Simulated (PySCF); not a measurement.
Input and output

[SmBr2]+ (singlet in the valence; each metal's 4f electrons, 5 of them, lie in its core potential, out of spins and levels). PySCF 2.14.0, RKS PBE0, Sm lcecp-1-SVP with ECP51, Br def2-SVP; non-relativistic Hamiltonian with scalar-relativistic core potentials where named; density fitting; no spin-orbit coupling. Purpose: finer grid at the relaxed geometry.

```python
mol = gto.M(atom='''
Sm     0.00000    -0.00000    -0.81665
Br     2.08653    -0.00000     0.67848
Br    -2.08653     0.00000     0.67848''',
    basis={'Sm': 'lcecp-1-SVP', 'Br': 'def2-SVP'},
    ecp={'Sm': 'lcecp-1-SVP'},
    charge=1, spin=0)
mf = dft.RKS(mol, xc='PBE0')
mf.grids.atom_grid = (75, 302)  # f atoms: unpruned, at least (60, 302)
mf = mf.density_fit()  # fitting sets: Sm AutoAux, Br def2-universal-JKFIT
mf.conv_tol = 1e-09; mf.max_cycle = 55
mf.kernel(dm0)  # dm0: converged density of the relaxed state
mf.nuc_grad_method().kernel()
```

Run from Python with OMP_NUM_THREADS=2; the lines above give its settings. Where DIIS fails, smearing, a level shift and second-order steps follow.
It took 10 s on 2 threads of Arm Neoverse V2, on a shared host, with gradient, populations and further properties, from an already converged density.

(1) Where do the frontier levels lie, over both spins?

(2) What are the Mulliken charges and spins?

(3) What forces act on the atoms (eV/Å)?

An lcecp potential fixes the number of 4f electrons, so in runs with it no electron can move into or out of that shell.

Answers

(1) HOMO -12.84 eV, LUMO -7.74 eV. The 4f levels lie in the core potential and are missing.

(2) 
| atom | charge (e) | spin (e) |
| --- | --- | --- |
| Sm1 | 1.282 | 0.000 |
| Br2 | -0.141 | 0.000 |
| Br3 | -0.141 | 0.000 |
The spin of the 4f electrons in the core isn't counted.

(3) 
```
Sm   0.00  0.00 -0.01
Br   0.00  0.00  0.00
Br   0.00  0.00  0.00
```
Forces carry noise of the integration grid, about 0.01 to 0.03 eV/Å.
